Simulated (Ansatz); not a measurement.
AsH4Si (SMILES [SiH2][AsH2]) moved off its minimum; all values from Ansatz (a program for electronic structure), cores frozen in correlated methods. Open shells are unrestricted.
(charge 0, multiplicity 2)
```xyz
6

Si    -1.66365    -0.31913    -0.22766
As     0.78868     0.27101     0.01883
H     -2.48150     0.78166    -0.07573
H     -1.90461    -1.22796    -1.61128
H      1.21452    -1.41462    -0.08195
H      0.67367     0.57381    -1.35278
```

Forces at wB97M-V/def2-TZVPP (eV/Å):

| atom | Fx | Fy | Fz |
|---|---|---|---|
| Si1 | 2.384 | -3.086 | -1.393 |
| As2 | -0.831 | -2.889 | 2.491 |
| H3 | -1.339 | 1.820 | -0.045 |
| H4 | 0.205 | 1.447 | 1.787 |
| H5 | -0.643 | 2.491 | -0.212 |
| H6 | 0.225 | 0.216 | -2.628 |

Task: Give the forces (eV/Å), the total energy and the dipole at CCSD(T)/def2-TZVPPD.

Result: 
```tsv
atom	Fx	Fy	Fz
Si1	2.273	-3.118	-1.401
As2	-0.712	-2.738	2.705
H3	-1.400	1.876	-0.011
H4	0.193	1.392	1.749
H5	-0.585	2.304	-0.211
H6	0.231	0.284	-2.830
```
Energy -2525.7018 hartree, dipole 0.46 D.
